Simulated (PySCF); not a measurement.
**Shapes and spin states of PrH3**

Method: PBE0/[Pr def2-SVP with ECP28, H def2-SVP], scalar-relativistic core potentials, density fitting, no spin–orbit coupling, PySCF.

Relaxations began from a few typed shapes and spin states; open shells are unrestricted. The search is not exhaustive: other isomers or separated fragments can lie lower, and high-lying points may rest on an excited occupation.

(1) Order these stationary points by electronic energy, lowest first, in kJ/mol from the lowest minimum.
A. triplet C3v: Pr–H 2.034 Å (×3); H–Pr–H 110.1° (×3)
B. singlet (closed shell, unstable to spin polarisation) Cs: Pr–H 2.025 Å, Pr–H 2.032 Å (×2); H–Pr–H 107.7° (×2), H–Pr–H 110.2°
C. singlet (closed shell, unstable to spin polarisation) C2v: Pr–H 2.038 Å, Pr–H 2.057 Å (×2); H–Pr–H 119.2° (×2), H–Pr–H 121.6°
D. triplet D3h: Pr–H 2.050 Å (×3); H–Pr–H 120.0° (×3)
E. singlet (closed shell, unstable to spin polarisation) C2v: Pr–H 2.036 Å, Pr–H 2.058 Å (×2); H–Pr–H 118.8° (×2), H–Pr–H 122.4°

(2) Which of them are minima?

Answers

(1) A (0.0), D (7.6), B (180.7), C (191.4), E (193.1).

(2) By energy in kJ/mol, 0.0: minimum; 7.6: saddle point, 1 imaginary mode; 180.7: minimum of the closed-shell surface only; 191.4: saddle point, 1 imaginary mode; 193.1: saddle point, 1 imaginary mode.

Formally Pr is in oxidation state +3, with 2 electrons left for the f, d and s shells; the Mulliken f population is 2.13 and the spin on Pr 2.06.

For the lowest minimum: the spin densities have lower symmetry than the nuclear frame. With open d or f shells other occupations or spin states may lie lower. The pruned grid is coarse for the open f shell: energies are uncertain by about 2 kJ/mol and soft modes are noisy. With an element this heavy the missing spin–orbit coupling can shift these numbers.

The electron or spin density has lower symmetry than the nuclear frame for the triplet D3h at 7.6 kJ/mol.
